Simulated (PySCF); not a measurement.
Pr (praseodymium, neutral) across methods

[Xe] 4f3 6s1 6p1, one real determinant (an excited configuration). Calculation: PySCF 2.14, in x2c-TZVPPall (11s7p7d4f2g, 113 functions); scalar relativity by spin-free X2C-1e.

```csv
method,E (hartree),mean ε 4f α (eV),mean ε 6s α (eV),mean ε 6p α (eV),Σ⟨r²⟩ (bohr²),⟨S²⟩
PBE0,-9236.14,-5.060,-4.803,-2.455,99.08,8.751
LDA,-9228.97,-2.877,-4.377,-1.919,97.89,8.750
UHF,-9232.98566,-11.271,-6.216,-3.725,102.9,8.753
PBE,-9236.13,-2.887,-4.210,-1.953,98.59,8.751
```

(1) Estimate the same row for r2SCAN.

⟨L²⟩ = 36.04 against 56 for a pure K term, so this real determinant mixes terms. Spin-orbit coupling, absent here, splits the open shell strongly.

Answers

(1) E (hartree) = -9236.51; mean ε 4f α (eV) = -3.326; mean ε 6s α (eV) = -4.258; mean ε 6p α (eV) = -1.987; Σ⟨r²⟩ (bohr²) = 98.79; ⟨S²⟩ = 8.752.
